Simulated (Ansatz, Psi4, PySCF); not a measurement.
C₆H₁₂, triplet, at the geometry of the source list (a higher spin typed on purpose: for a closed-shell molecule this is an excited state) (in this run its highest filled SCF level lies above zero, so its values depend strongly on the basis, on diffuse functions most of all). Base run: B3LYP/STO-3G in PySCF.

The PySCF input:
```python
from pyscf import gto, scf, dft

mol = gto.Mole()
mol.atom = '''
    C    -0.67120000    1.11310000   -0.68100000
    C     0.74460000    1.25770000   -0.12960000
    C     1.45830000   -0.09140000   -0.13530000
    C     0.67120000   -1.11310000    0.68100000
    C    -0.74460000   -1.25770000    0.12960000
    C    -1.45830000    0.09140000    0.13530000
    H    -0.62190000    0.78380000   -1.72140000
    H    -1.18010000    2.07930000   -0.65940000
    H     1.30590000    1.97880000   -0.72800000
    H     0.69690000    1.63700000    0.89380000
    H     1.55240000   -0.44610000   -1.16420000
    H     2.46480000    0.01750000    0.27470000
    H     1.18010000   -2.07930000    0.65940000
    H     0.62190000   -0.78380000    1.72140000
    H    -1.30590000   -1.97880000    0.72800000
    H    -0.69690000   -1.63700000   -0.89380000
    H    -1.55240000    0.44610000    1.16420000
    H    -2.46480000   -0.01750000   -0.27470000
'''
mol.basis = 'sto-3g'
mol.spin = 2
mol.verbose = 4
mol.build()

mf = dft.UKS(mol)
mf.xc = 'b3lyp'
mf.kernel()
```

The same geometry, method and basis name were run in Ansatz (a first-principles code) and Psi4 and PySCF, at each program's defaults and at the settings that a row names. The base is PySCF at its defaults. Differences at the defaults can come from grids, fitting, cores and function types together.

```tsv
code and settings	ΔE vs base (mEh)	basis functions	E (Eh)	SCF cycles
PySCF, defaults (exact integrals, its default grid, spherical functions)	0.000	42	-232.53407	24
Psi4, defaults (density fitting with its default set, its default grid, spherical functions)	-1.679	42	-232.53575	18
Ansatz, defaults (factorised integrals, its default grid, spherical functions)	0.001	42	-232.53407	-
PySCF, density fitting with def2-universal-jkfit	-1.688	42	-232.53576	21
PySCF, fine grid	-0.005	42	-232.53408	23
Psi4, exact integrals, spherical functions, fine grid	-0.005	42	-232.53408	24
Ansatz, high accuracy	-0.006	42	-232.53408	-
```

Open shells are given as the SCF converged; they aren't shown to be the lowest states, and a large step between rows can be another state.
